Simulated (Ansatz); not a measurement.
Energy needed to pull apart BNH4Te (SMILES NB[TeH]), singlet, into free ground-state atoms, from the structure below (displaced at random from a GFN2-xTB minimum); no zero-point or spin–orbit terms; open-shell atoms are treated unrestricted, in their ground-state multiplicity.

```
7
angstrom
N -0.9290 0.8001 -0.4014
B -0.0501 -0.1282 0.2452
Te 1.7385 -0.7855 -0.5243
H -1.9987 1.2114 -0.1325
H -0.5350 1.3176 -1.2642
H -0.6977 -0.5818 1.2662
H 2.1013 -1.7549 0.6670
```

Ansatz 0.2.0; basis: def2-TZVPP; cores frozen in the correlated methods. Filled d shells of the heavier atoms are correlated. Core potentials replace the inner electrons of the atoms past krypton. The def2 sets are not built for correlating such inner shells, so the correlated values are less sure here.

| method | atomization energy (kJ/mol) |
| --- | --- |
| PBE-D4 | 2230 |
| r2SCAN-D4 | ? |
| PBE0-D4 | 2172 |
| r2SCANh-D4 | 2152 |
| r2SCAN0-D4 | 2126 |
| wB97M-V | 2171 |
| HF | 1471 |
| MP2 | ? |
| CCSD | 2061 |
| CCSD(T) | 2102 |

(1) What does r2SCAN-D4 give? (To be estimated.)

(2) What does MP2 give? (To be estimated.)

T1 diagnostic: at most 0.013.

Results:

(1) Computed: 2170 kJ/mol, which is about 68 kJ/mol more than CCSD(T)/def2-TZVPP.

(2) Computed: 2125 kJ/mol, which is about 23 kJ/mol more than CCSD(T)/def2-TZVPP.

In triple zeta the MP2 and coupled-cluster atomization energies are still short of their basis limit by a few kcal/mol a bond, whereas those of the functionals are nearly converged, so these differences are not deviations from converged CCSD(T).

For scale, one of the runs: CCSD(T)/def2-TZVPP forces, 168 basis functions (an equivalent command: `ansatz run in.yaml --threads 4`). Time: 2.8 min of wall clock on 4 CPU threads; the host was shared. Peak host memory: 3 GiB.
